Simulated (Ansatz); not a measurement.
Species: sum formula H8Si3NO (charge 0, doublet). It need not be the lowest isomer of its formula. 
Coordinates optimised at B3LYP-D3(BJ)/def2-TZVP (Ansatz, a program for electronic structure):
SMILES: [SiH2]O[SiH2]N[SiH3]
```xyz
13

Si    -0.0858     0.2340    -1.3240
N     -1.1441     0.9180    -0.1547
Si    -2.0560     0.0812     1.0587
O      1.3996    -0.1286    -0.7157
Si     2.1678    -0.7693     0.5865
H     -0.6844    -1.0216    -1.8185
H      0.1257     1.2199    -2.4012
H     -1.1381     1.9274    -0.0962
H     -3.5156     0.2950     0.9072
H     -1.7495    -1.3576     0.8973
H     -1.6754     0.5195     2.4229
H      1.5029    -0.3129     1.8418
H      3.5819    -0.3081     0.5587
```
Charge 0, spin multiplicity 2.

Basis-set convergence of Hartree-Fock and CCSD(T) correlation energies (hartree) with Ansatz. Valence correlation only, unless marked. Open shells are spin-unrestricted. Spin-orbit coupling is left out. Non-relativistic.

| basis | functions | E(HF) | E(corr, CCSD(T)) |
|---|---|---|---|
| cc-pV(D+d)Z | 137 | -1000.88342 | -0.71695 |
| cc-pV(T+d)Z | 289 | -1000.98416 | -0.88534 |
| cc-pV(Q+d)Z | 542 | -1001.00709 | -0.94088 |

Extrapolating the two largest sets (X = 3 and 4) as X^-3: E(corr) = (64·(-0.94088) - 27·(-0.88534))/37 = -0.9814 Eh, an estimate of the basis-set limit. The largest set recovers 95.9 % of it, the smallest 73.1 %.
